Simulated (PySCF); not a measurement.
Excitations are Tamm–Dancoff values on a coarser integration grid. The basis has no diffuse functions, so Rydberg states are missing or too high.

Z-matrix (Å, degrees):
```
Si
O 1 1.6310
H 2 0.9581 1 116.50
O 1 1.6310 2 106.39 3 -37.04
H 4 0.9581 1 116.50 2 161.09
O 1 1.6310 2 106.39 3 -161.09
H 6 0.9581 1 116.50 2 37.05
O 1 1.6310 2 115.83 3 80.93
H 8 0.9581 1 116.50 2 80.93
```
Charge 0, multiplicity 1.

Q: What is the computed T1 excitation (TDA), dipole moment and S1 oscillator strength (PBE0-D3(BJ)/def2-TZVP run with PySCF)?

A: 
```
Property                  Value
----------------------  -------
T1 excitation (TDA)     7.81 eV
dipole moment            0.00 D
S1 oscillator strength    0.009
```
